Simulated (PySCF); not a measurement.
C4H13PSi2.
Numbering: `[PH2:1][SiH2:2][SiH2:3][CH:4]1[CH2:5][CH2:6][CH2:7]1` (hydrogens: H8, H9 on P1; H10, H11 on Si2; H12, H13 on Si3; H14 on C4; H15, H16 on C5; H17, H18 on C6; H19, H20 on C7)

The same species was optimised twice, with GFN2-xTB and with PBE0-D3(BJ)/def2-SVP (PySCF), and the same property calculations (PySCF, gas phase) were run on both structures.

| coordinate | GFN2-xTB | PBE0-D3(BJ)/def2-SVP | change |
| --- | --- | --- | --- |
| P1–Si2 (Å) | 2.240 | 2.273 | +0.033 |
| Si2–Si3 (Å) | 2.328 | 2.344 | +0.016 |
| C4–C5 (Å) | 1.542 | 1.552 | +0.010 |
| C4–C7 (Å) | 1.542 | 1.553 | +0.011 |
| Si3–C4 (Å) | 1.898 | 1.889 | -0.009 |
| C5–C6 (Å) | 1.534 | 1.540 | +0.006 |
| C6–C7 (Å) | 1.535 | 1.540 | +0.005 |
| Si3–C4–C5 (°) | 117.8 | 114.6 | -3.2 |
| Si2–Si3–C4 (°) | 109.6 | 112.7 | +3.1 |
| Si3–C4–C7 (°) | 116.7 | 113.8 | -2.9 |
| P1–Si2–Si3 (°) | 114.2 | 112.8 | -1.4 |
| C5–C4–C7 (°) | 89.2 | 88.3 | -0.9 |
| C4–C5–C6 (°) | 89.6 | 88.9 | -0.7 |
| C4–C7–C6 (°) | 89.6 | 88.9 | -0.7 |
| C5–C6–C7 (°) | 89.8 | 89.2 | -0.6 |
| P1–Si2–Si3–C4 (°) | 180 | 177 | -3 |
| Si2–Si3–C4–C5 (°) | -170 | -168 | +2 |

Rotational constants: A = 4542, B = 517.8, C = 489.7 MHz (GFN2-xTB) against A = 4095, B = 530.2, C = 511.6 MHz (PBE0-D3(BJ)/def2-SVP). Some torsions differ by more than 30° (Si3–C4–C5–C6 130° against 99°; Si3–C4–C7–C6 -131° against -100°), so the changes below aren't those of bond lengths and angles alone. Point groups within 0.08 Å: C1 and C1. Atoms that the bonding makes alike are paired by their places after alignment.

On the GFN2-xTB structure: HOMO (eV) -7.04 [PBE0/pcSseg-1]; LUMO (eV) -0.21 [PBE0/pcSseg-1]; dipole (D) 1.91 [PBE0/pcSseg-1]; GIAO shielding of P1 (ppm) 625.3 [PBE0/pcSseg-1]; GIAO shielding of Si2 (ppm) 447.5 [PBE0/pcSseg-1]; GIAO shielding of Si3 (ppm) 405.2 [PBE0/pcSseg-1]; GIAO shielding of C4 (ppm) 169.6 [PBE0/pcSseg-1]; GIAO shielding of C5/C7 (mean) (ppm) 160.1 [PBE0/pcSseg-1]; GIAO shielding of C6 (ppm) 165.6 [PBE0/pcSseg-1].

**Question.** What do these properties become on the PBE0-D3(BJ)/def2-SVP structure?

**Answer.** 
| property | level | on GFN2-xTB | on PBE0-D3(BJ)/def2-SVP | change |
| --- | --- | --- | --- | --- |
| HOMO (eV) | PBE0/pcSseg-1 | -7.04 | -7.13 | -0.09 |
| LUMO (eV) | PBE0/pcSseg-1 | -0.21 | -0.16 | +0.05 |
| dipole (D) | PBE0/pcSseg-1 | 1.91 | 1.97 | +0.06 |
| energy, GFN2-xTB geometry as zero (kcal/mol) | PBE0/pcSseg-1 | 0.0 | -3.4 | -3.4 |
| GIAO shielding of P1 (ppm) | PBE0/pcSseg-1 | 625.3 | 602.5 | -22.8 |
| GIAO shielding of Si2 (ppm) | PBE0/pcSseg-1 | 447.5 | 437.7 | -9.8 |
| GIAO shielding of Si3 (ppm) | PBE0/pcSseg-1 | 405.2 | 402.9 | -2.3 |
| GIAO shielding of C4 (ppm) | PBE0/pcSseg-1 | 169.6 | 167.2 | -2.4 |
| GIAO shielding of C5/C7 (mean) (ppm) | PBE0/pcSseg-1 | 160.1 | 157.8 | -2.3 |
| GIAO shielding of C6 (ppm) | PBE0/pcSseg-1 | 165.6 | 162.6 | -3.0 |

The heavy atoms differ by 0.269 Å rms after alignment. Among bonds between heavy atoms P1–Si2 changes most (+0.033 Å). Changes are differences of the printed values. Neither structure is proved a minimum here.
